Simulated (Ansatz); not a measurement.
Ideal-gas functions of CH2B2F2O (`FB1COB1F`) at 800 K and 1 bar, from an Ansatz frequency run at PBE0-D4/def2-TZVP.

Molar mass 89.65 g/mol, point group Cs (symmetry number 1), electronic degeneracy 1, moments of inertia 85.821, 180.548, 263.175 u Å². Harmonic wavenumbers (cm⁻¹, unscaled): 146, 247, 272, 460, 548, 555, 634, 833, 926, 965, 1174, 1180, 1273, 1428, 1464, 1531, 3063, 3116.

Use S(trans) = R[1.5 ln M + 2.5 ln T − 1.1517]; rotational temperatures θ = 24.2544 K / I; S(rot) = R[ln(√π/σ · √(T³/θAθBθC)) + 1.5]; for each mode x = 1.438777 ν̃/T, S = R[x/(eˣ − 1) − ln(1 − e⁻ˣ)] and H = RT x/(eˣ − 1); 1 cm⁻¹ = 0.0119627 kJ/mol; R = 8.31446 J/(mol·K).

**Question.** By hand: the entropy, in J/(mol·K).

**Answer.** Translation 185.4. Rotation: θ = 0.2826, 0.1343, 0.0922 K, giving 124.1. Vibration, mode by mode: 19.46, 15.13, 14.34, 10.12, 8.76, 8.67, 7.66, 5.69, 4.97, 4.70, 3.49, 3.46, 3.03, 2.44, 2.32, 2.11, 0.22, 0.20, in all 116.8. Electronic 0.0. Sum 426.3 J/(mol·K).

**Question.** By hand: H − E and G − E in kJ/mol, counted from the electronic energy.

**Answer.** Zero-point energy ½ × 19815 × 0.0119627 = 118.5; thermal vibration 49.7; translation, rotation and pV give 4 RT = 26.6. H − E = 194.8 kJ/mol, and G − E = 194.8 − 800 × 426.3/1000 = -146.2 kJ/mol.

Vibration gives 27 % of the entropy, 19.5 J/(mol·K) of it from the mode under 150 cm⁻¹: soft modes count most, and the harmonic formula is weakest for them.
